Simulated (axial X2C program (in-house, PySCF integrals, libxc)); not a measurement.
## Correcting the dissociation energy of SeS for spin–orbit coupling

A spin-free PBE0 curve (one-electron X2C) was computed with an in-house relativistic program for diatomic molecules, basis Se dyall-cv4z [10s10p7d5f3g], S dyall-av4z [10s9p4d3f2g] (cores contracted in-house), for the state M_S = 1, Λ = 0 (beyond evenly filled blocks: π+α, π-α). It gives D0 = 4.031 eV to Se + S, which in a spin-free picture are the weighted means of the ground terms.

Measured levels of the ground terms (NIST Handbook of Basic Atomic Spectroscopic Data), in cm⁻¹: Se 3P: J = 2 at 0, J = 1 at 1989.5, J = 0 at 2534.4; S 3P: J = 2 at 0, J = 1 at 396.1, J = 0 at 573.6.

The molecular state has Λ = 0, so it has no first-order lowering.

**Question.** How far does each ground level lie under the (2J+1)-weighted mean of its term?

**Answer.** Se: (5 × 0 + 3 × 1989.5 + 1 × 2534.4)/9 = 945 cm⁻¹; S: (5 × 0 + 3 × 396.1 + 1 × 573.6)/9 = 196 cm⁻¹.

**Question.** Correct D0.

**Answer.** D0 = 4.031 + (0 − 1141)/8065.5 = 3.890 eV at PBE0 with these spin–orbit terms.

Second-order spin–orbit effects in the molecule, which grow quickly with Z, are left out. The state is one determinant whose occupation by symmetry is held fixed; it was picked as the lowest of a PBE0 search that is not exhaustive. Dissociation energies refer to the lowest single-determinant-based atoms at the same level and basis. Other states lie close and PBE0, whose exact exchange favours high spin, may order them wrongly; the determinant shown need not be the ground state. The nearest other spin-free determinant of the search, M_S = 0, Λ = 2, lies 0.67 eV up at the distance of the search. The stretched end of a curve changes character and is left out.
